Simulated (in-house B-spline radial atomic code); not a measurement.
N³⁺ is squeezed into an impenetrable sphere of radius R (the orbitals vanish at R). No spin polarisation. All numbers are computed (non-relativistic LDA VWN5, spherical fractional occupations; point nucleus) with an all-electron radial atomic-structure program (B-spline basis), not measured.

Energies in eV above the free ion in [He] 2s2:

| R (bohr) | highest level (eV) | [He] 2s2 | [He] 2s1 2p1 | -dE/dV in [He] 2s2 (GPa) |
| --- | --- | --- | --- | --- |
| 8.84 | -67.8 | 0 | 10.68 | 3.4e-10 |
| 6.8 | -67.8 | 0 | 10.68 | 1.83e-06 |
| 4.96 | -67.8 | 0.0003609 | 10.68 | 0.00489 |
| 4 | -67.7 | 0.01377 | 10.7 | 0.274 |
| 3.61 | -67.7 | 0.05718 | 10.75 | 1.36 |
| 3 | -67.2 | 0.4833 | 11.23 | 15.7 |
| 2.75 | -66.7 | 1.116 | 11.88 | 41.9 |
| 2.35 | -64.4 | 4.057 | 14.73 | 200 |
| 1.71 | -48.1 | 29.36 | 37.24 | 2660 |
| 1.34 | -11.1 | 93.48 | 90.87 | 14400 |

Q: Does [He] 2s1 2p1 fall below [He] 2s2 under compression?

A: Yes, between R = 1.71 and 1.34 bohr the order changes (near 1.43 bohr by linear interpolation).
